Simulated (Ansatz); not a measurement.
This geometry of C₂H₆SSi₂ (11 atoms, charge 0, multiplicity 1) is a first-order saddle point.

Computed with RKS PBE0-D4/def2-mTZVP (Ansatz).

```xyz
11
Properties=species:S:1:pos:R:3
Si -2.032 0.151 0.352
Si 0.246 0.718 0.258
C 1.484 -0.658 0.347
C 1.891 -0.549 -0.926
S 1.061 0.792 -1.780
H -2.768 1.107 1.224
H -2.621 0.191 -1.012
H -2.190 -1.219 0.911
H 0.541 1.950 1.041
H 1.829 -1.390 1.065
H 2.624 -1.150 -1.459
```

**Question.** Which two structures does it join? (They come from a converged band through this point; their orientation in space is the band's.)

**Answer.** No bond is made or broken. The dihedral H7–Si1–Si2–S5 goes from 49 to -72°. The two ends are copies of one structure, up to a mirror image or an exchange of like atoms.

Image 0:

```xyz
11
Properties=species:S:1:pos:R:3
Si -1.952 0.026 0.609
Si 0.333 0.505 0.565
C 1.447 -0.783 -0.163
C 1.720 -0.100 -1.284
S 0.936 1.512 -1.291
H -2.738 1.280 0.777
H -2.331 -0.631 -0.670
H -2.266 -0.888 1.743
H 0.794 1.204 1.796
H 1.796 -1.779 0.074
H 2.324 -0.403 -2.135
```

Image 6:

```xyz
11
Properties=species:S:1:pos:R:3
Si -2.017 0.160 0.274
Si 0.225 0.789 0.108
C 1.488 -0.505 0.511
C 1.890 -0.692 -0.754
S 1.049 0.409 -1.892
H -2.445 0.157 1.702
H -2.881 1.110 -0.478
H -2.175 -1.207 -0.287
H 0.472 2.173 0.599
H 1.839 -1.051 1.376
H 2.621 -1.398 -1.139
```

**Question.** How far does it lie above each of them?

**Answer.** 0.059 eV above the first and 0.059 eV above the second. This is the barrier of this one path; another mechanism may lie lower.

The run took 46 s on 2 threads of AMD EPYC 9R45 96-Core Processor (Zen 5) (shared host), peak memory 0.31 GiB.
